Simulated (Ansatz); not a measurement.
Program: Ansatz. Geometries: PBE0-D4/def2-TZVP. ΔE: electronic, gas phase. CBS: MP2 limit from def2 TZ/QZ plus the TZ coupled-cluster correction, frozen cores. This one scheme is used for every species. Functionals use def2-TZVPP. B3LYP here is the variant with VWN-RPA as its local correlation; programs differ in this. For Ge outer-core shells are correlated without core-valence functions, which leaves a few kJ/mol of doubt a bond. Scalar relativity is left out up to krypton.

`B[CH]([SiH3])[GeH3]` + `[SiH3]N[SiH3]` → `[SiH3][N]([SiH3])[GeH3]` + `BC[SiH3]`  (ligand exchange at a Ge–C bond)

| level | ΔE (kJ/mol) | difference from CCSD(T)/CBS |
| --- | --- | --- |
| PBE-D4 | -7.7 | 1.3 |
| r2SCAN-D4 | -11.1 | -2.1 |
| PBE0-D4 | -8.5 | 0.5 |
| B3LYP-D4 | -14.3 | -5.3 |
| ωB97X-V | -13.0 | -4.0 |
| ωB97M-V | -10.7 | -1.7 |
| B2PLYP | -13.0 | -4.0 |
| PBE | -6.4 | 2.6 |
| r2SCAN | -10.8 | -1.8 |
| PBE0 | -7.3 | 1.7 |
| B3LYP | -12.2 | -3.2 |
| HF/def2-TZVPP | -20.9 | -11.9 |
| MP2/def2-TZVPP | -10.8 | -1.8 |
| SCS-MP2/def2-TZVPP | -14.2 | -5.2 |
| CCSD/def2-TZVPP | -12.4 | -3.4 |
| CCSD(T)/def2-TZVPP | -11.7 | -2.7 |
| HF/def2-QZVPP | -21.8 | -12.8 |
| MP2/def2-QZVPP | -9.6 | -0.6 |
| SCS-MP2/def2-QZVPP | -13.1 | -4.1 |
| HF/CBS(def2) | -22.0 | -13.0 |
| MP2/CBS(def2) | -8.1 | 0.9 |
| CCSD/CBS(def2) | -9.7 | -0.7 |
| CCSD(T)/CBS | -9.0 | 0 |

Largest T1 diagnostic among the species: 0.012.

In def2-TZVPP, CCSD(T) changes the Hartree–Fock value by +9.2 kJ/mol (the triples alone add +0.7 kJ/mol) and MP2 by +10.1 kJ/mol.
